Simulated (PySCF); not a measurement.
Two-component Hartree-Fock for W⁺ (tungsten, charge +1)

Start: [Xe] 4f14 5d3 6s1 7s1; 5d5/2 filled at m_j = +1/2, +3/2, +5/2; 6s1/2 filled at m_j = +1/2; 7s1/2 filled at m_j = +1/2. Calculated with PySCF 2.14 in x2c-TZVPall-2c with one added diffuse shell each of s, p, d type (12s12p11d2f, 117 functions): generalised Hartree-Fock with the X2C-1e Hamiltonian and a Gaussian nucleus; spin-orbit coupling (SO) screened by Boettger's factors. This is a chosen level, not necessarily the ground level.

```
spinor shell  electrons  ε, screened SO (eV)  weight of nominal j (screened SO)  rms radius, screened SO (bohr)
       1s1/2          2             -69894.2                              1.000                          0.0208
       2s1/2          2             -12214.9                              1.000                          0.0838
       2p1/2          2             -11660.3                              1.000                          0.0713
       2p3/2          4             -10302.0                              1.000                          0.0787
       3s1/2          2              -2886.2                              1.000                           0.214
       3p1/2          2              -2639.7                              1.000                           0.206
       3p3/2          4              -2340.9                              1.000                           0.221
       3d3/2          4              -1930.4                              1.000                           0.195
       3d5/2          6              -1866.0                              1.000                           0.199
       4s1/2          2              -639.46                              1.000                           0.478
       4p1/2          2              -535.86                              1.000                           0.487
       4p3/2          4              -465.92                              1.000                           0.520
       4d3/2          4              -295.31                              1.000                           0.544
       4d5/2          6              -282.09                              1.000                           0.556
       5s1/2          2              -108.48                              1.000                            1.14
       5p1/2          2              -74.742                              0.968                            1.27
       5p3/2          4              -63.999                              0.972                            1.35
       4f5/2          6              -65.999                              0.988                           0.667
       4f7/2          8              -63.792                              0.987                           0.673
       5d5/2          3              -24.135                              0.666                            1.96
       6s1/2          1              -19.441                              0.986                            2.99
       7s1/2          1               -6.276                              0.998                            7.17
```

| quantity | screened SO |
| --- | --- |
| E (hartree) | -16148.96052 |
| M_J | 11/2 |
| ⟨J²⟩ | 35.842 |
| ⟨L²⟩ | 13.026 |
| ⟨S²⟩ | 8.381 |

Each row is a mean over spinors that exchange with the open shell spreads, by up to 6.644 eV (5p3/2).

Rows whose weight is well below 1 are mixtures of j = l ± 1/2: exchange outweighs spin-orbit coupling there, and the label is only the starting occupation.

⟨J²⟩ departs a little from M_J(M_J + 1) because the unrestricted spinors polarise the closed shells.

Breit and QED terms are absent; they matter most for the inner s and p1/2 levels.

Densities and radii are taken from the X2C orbitals without a picture-change correction, which distorts them close to the nucleus.
